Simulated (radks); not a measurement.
All-electron atom: C3+ in [He] 2s1.

Calculated with a radial shooting solver on a logarithmic mesh with Libxc functionals: non-relativistic Kohn-Sham, exchange-only LDA, spin-polarised, spherical densities, point nucleus; open shells are filled with parallel spins first.

Energy parts (eV):
| part | energy |
|---|---|
| total | -930.659 |
| kinetic | 930.659 |
| electron-nucleus | -2021.345 |
| Hartree | 252.374 |
| exchange | -92.346 |

Orbitals (lengths in bohr, moments of r in powers of bohr; r(90%) holds 90 % of the orbital's charge):
| orbital | occ. | eigenvalue (eV) | r(90%) |
|---|---|---|---|
| 1s up | 1 | -326.9419 | 0.487 |
| 1s down | 1 | -325.7115 | 0.486 |
| 2s up | 1 | -56.4136 | 1.97 |
| 2s down | 0 | -48.4256 | 2.04 |

The highest occupied level is 2s up at -56.414 eV. Virial ratio -V/T = 2.00000. The density falls to 0.001 e/bohr^3 at r = 2.46 bohr. The spin density at the nucleus is 4.842 e/bohr^3 (1s 0.001, 2s 4.841), a Fermi contact field of 254 T. Summed over all electrons, <r^2> = 2.122 bohr^2, which gives a Langevin (diamagnetic) susceptibility term of -1.68 x 10^-6 cm^3/mol. The electron density at the nucleus is 125.3 e/bohr^3. Spin moment in Bohr magnetons: 1.
